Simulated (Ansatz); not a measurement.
```yaml
crystal:
  periodic: [false, false, false]
  atoms:
    - {symbol: V, position_ang: [1.735612, 2.821527, -0.598354]}
    - {symbol: V, position_ang: [0.843768, -1.993878, 0.406002]}
    - {symbol: V, position_ang: [4.291716, -0.299156, 1.094315]}
    - {symbol: V, position_ang: [-2.530042, -2.404003, -0.003852]}
    - {symbol: V, position_ang: [-2.089904, 1.563440, 0.532155]}
    - {symbol: O, position_ang: [-3.595469, 1.022491, 1.394164]}
    - {symbol: O, position_ang: [1.126997, 4.201790, -1.545657]}
    - {symbol: O, position_ang: [-1.505073, 3.270658, 0.718813]}
    - {symbol: O, position_ang: [-3.073697, 2.005868, -0.942091]}
    - {symbol: O, position_ang: [1.205011, 3.002874, 1.065419]}
    - {symbol: O, position_ang: [-3.081157, -1.633372, 1.452743]}
    - {symbol: O, position_ang: [1.694835, -1.475713, -0.997082]}
    - {symbol: O, position_ang: [-0.988283, 0.962241, 1.670862]}
    - {symbol: O, position_ang: [-1.192927, 0.379034, -0.631185]}
    - {symbol: O, position_ang: [0.805104, -0.733994, 1.476452]}
    - {symbol: O, position_ang: [1.136308, 1.339618, -1.288143]}
    - {symbol: O, position_ang: [3.141191, 0.521768, 2.109719]}
    - {symbol: O, position_ang: [3.334683, 2.715184, -0.642856]}
    - {symbol: O, position_ang: [-4.232927, -3.758641, -2.582453]}
    - {symbol: O, position_ang: [-3.275765, -3.956815, -0.158405]}
    - {symbol: O, position_ang: [-2.973898, -1.576252, -1.314317]}
    - {symbol: O, position_ang: [1.793350, -3.262007, 1.126145]}
    - {symbol: O, position_ang: [-0.737675, -2.619544, 0.016076]}
    - {symbol: O, position_ang: [5.929484, 0.212574, 1.494101]}
    - {symbol: O, position_ang: [4.102294, -1.878173, 1.232230]}
    - {symbol: O, position_ang: [3.836694, 0.066075, -0.604182]}
    - {symbol: H, position_ang: [-4.374424, 1.223655, 0.832566]}
    - {symbol: H, position_ang: [1.768383, 4.823971, -1.938512]}
    - {symbol: H, position_ang: [-1.865931, 3.861258, 0.026466]}
    - {symbol: H, position_ang: [-2.883017, 1.877173, -1.888201]}
    - {symbol: H, position_ang: [0.229427, 3.205172, 1.139990]}
    - {symbol: H, position_ang: [-3.355068, -0.672003, 1.538625]}
    - {symbol: H, position_ang: [2.436167, -0.777735, -1.002885]}
    - {symbol: H, position_ang: [-0.200423, 0.247685, 1.646652]}
    - {symbol: H, position_ang: [-1.780183, 0.038097, -1.342814]}
    - {symbol: H, position_ang: [0.232152, 0.928773, -1.088574]}
    - {symbol: H, position_ang: [2.220505, 0.133809, 2.138936]}
    - {symbol: H, position_ang: [-3.545318, -4.109324, -3.180998]}
    - {symbol: H, position_ang: [-3.734479, -4.084737, -1.064993]}
    - {symbol: H, position_ang: [-3.979012, -2.809837, -2.481924]}
    - {symbol: H, position_ang: [2.745208, -2.998065, 1.288776]}
    - {symbol: H, position_ang: [6.637738, -0.437503, 1.666952]}
    - {symbol: H, position_ang: [3.748035, 1.055995, -0.770700]}
basis:
  gaussian: {orbitals: def2-SVP, fitting: {mean_field: def2-universal-jkfit}}
hamiltonian: {xc: {name: rPW86-PBE}, dispersion: d3bj}
output: {forces: true}
```

```sh
$ ansatz run in.yaml --threads 2 --pin off --events-out ev --progress --plain --max-ram 22528MiB --backend cuda --devices 0, --max-vram 18GiB
```

Shortened log:

```
Functional definition: rPW86-PBE
3243 factors; integrals over basis functions are off by at most 1.7e-1 eV
mean field evaluation 1: about -171702.0778 eV, gradient 2.8e2 eV
mean field evaluation 2: about -168850.0950 eV, gradient 1.0e3 eV
mean field evaluation 4: about -169924.5183 eV, gradient 7.1e2 eV
mean field evaluation 8: about -171840.6574 eV, gradient 4.8e-3 eV
mean field -171840.65326389 eV, -6315.0275296698 hartree, gradient 8.8e-5 eV, S^2 0.000000; 0 other end points of the search recorded, 0 dependent functions left out
reference -171840.65361322 eV, -6315.0275425072 hartree; 150, 150 occupied and 384, 384 virtual orbitals, 3243 factors
Total energy: -171842.42487797 eV, -6315.0926352862 hartree
Atom 0 force    -0.215751     0.085248     0.017692 eV/Å
Atom 1 force    -0.079903    -0.098440    -0.066883 eV/Å
Atom 2 force     0.054391     0.220056    -0.060523 eV/Å
Atom 3 force     0.169129    -0.051692     0.146503 eV/Å
Atom 4 force    -0.108335     0.052503    -0.073134 eV/Å
Atom 5 force    -0.289180    -0.038821     0.148141 eV/Å
Atom 6 force    -0.107617     0.270836    -0.190712 eV/Å
Atom 7 force     0.059958     0.338595     0.018453 eV/Å
Atom 8 force    -0.185339     0.086350    -0.274908 eV/Å
Atom 9 force    -0.121753     0.050138     0.367991 eV/Å
Atom 10 force    -0.134988     0.171180     0.362672 eV/Å
Atom 11 force     0.205707     0.132329    -0.387608 eV/Å
Atom 12 force     0.315927    -0.168795     0.352098 eV/Å
Atom 13 force     0.049102    -0.192203    -0.176053 eV/Å
Atom 14 force     0.057800     0.285268     0.337247 eV/Å
Atom 15 force    -0.159506    -0.338754    -0.164438 eV/Å
Atom 16 force    -0.257957     0.206218     0.257013 eV/Å
Atom 17 force     0.566857     0.009440    -0.010098 eV/Å
Atom 18 force    -0.040309     0.009865    -0.099253 eV/Å
Atom 19 force    -0.195875    -0.401105    -0.028516 eV/Å
Atom 20 force    -0.151910     0.305217    -0.472325 eV/Å
Atom 21 force     0.223094    -0.317666     0.170892 eV/Å
Atom 22 force    -0.037777    -0.195401    -0.083401 eV/Å
Atom 23 force     0.344062     0.105739     0.086275 eV/Å
Atom 24 force    -0.021218    -0.581453     0.057082 eV/Å
Atom 25 force    -0.016727     0.104277    -0.312702 eV/Å
Atom 26 force    -0.014486    -0.011093     0.022443 eV/Å
Atom 27 force    -0.009604    -0.003689     0.005200 eV/Å
Atom 28 force     0.014316     0.023391     0.013350 eV/Å
Atom 29 force    -0.012304     0.003532    -0.023144 eV/Å
Atom 30 force     0.069146    -0.005275    -0.012829 eV/Å
Atom 31 force    -0.000393    -0.052475     0.017223 eV/Å
Atom 32 force    -0.048273    -0.025364    -0.025041 eV/Å
Atom 33 force    -0.092247     0.104027     0.037939 eV/Å
Atom 34 force     0.024658    -0.002910    -0.010629 eV/Å
Atom 35 force     0.087902     0.015539    -0.036783 eV/Å
Atom 36 force     0.037374     0.018946    -0.002229 eV/Å
Atom 37 force     0.008120    -0.004751    -0.000637 eV/Å
Atom 38 force     0.031741    -0.021572     0.086296 eV/Å
Atom 39 force    -0.008855    -0.009568    -0.005672 eV/Å
Atom 40 force    -0.032948    -0.023971     0.002498 eV/Å
Atom 41 force    -0.002361     0.010434    -0.001272 eV/Å
Atom 42 force     0.026329    -0.064132     0.011783 eV/Å
Dipole moment:    -0.551637     0.469437    -1.005166 e Å
```

Hardware: 2 threads of AMD EPYC 7R13 on a shared host and a share (18 GiB) of an NVIDIA H100 80GB HBM3. Wall time 12 s, peak host memory 1.3 GiB.

The restricted singlet is unstable towards broken spin symmetry in Hartree–Fock (as tested in another run); at RKS rPW86-PBE-D3(BJ)/def2-SVP this wasn't settled.
